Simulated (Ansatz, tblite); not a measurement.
Forces on the cluster Li₉⁻ at its r2SCAN/def2-TZVPD geometry. The state is a singlet with charge -1.

The xTB rows come from tblite. The restricted singlet is unstable towards broken spin symmetry in Hartree–Fock (as tested in another run); at ωB97M-V/def2-TZVPD this wasn't settled. The structure comes from a short search, and lower isomers may exist.

GFN1-xTB (tblite), largest force 0.58 eV/Å:

```xyz
9
positions Å, forces eV/Å
Li   -0.211   -1.472   -1.108    0.328    0.155   -0.042
Li    1.162    0.974   -1.887    0.173   -0.461    0.116
Li   -2.847   -1.047    0.620    0.355    0.427    0.168
Li   -2.190    1.561    2.439    0.175   -0.310   -0.350
Li    0.802    1.892    1.142   -0.332   -0.297   -0.071
Li   -1.427    1.190   -0.489   -0.022   -0.131    0.397
Li    2.674   -1.628   -2.740   -0.249    0.296    0.374
Li    2.278   -0.785    0.246   -0.142    0.035   -0.485
Li   -0.242   -0.686    1.775   -0.285    0.287   -0.107
```

ωB97M-V/def2-TZVPD (Ansatz), largest force 0.08 eV/Å:

```
Li -0.037 0.046 0.058
Li -0.069 0.021 0.031
Li 0.064 -0.021 -0.050
Li 0.012 0.025 0.014
Li 0.010 -0.044 -0.039
Li 0.058 -0.038 -0.024
Li -0.017 0.012 0.018
Li -0.059 0.001 0.052
Li 0.038 -0.003 -0.061
```
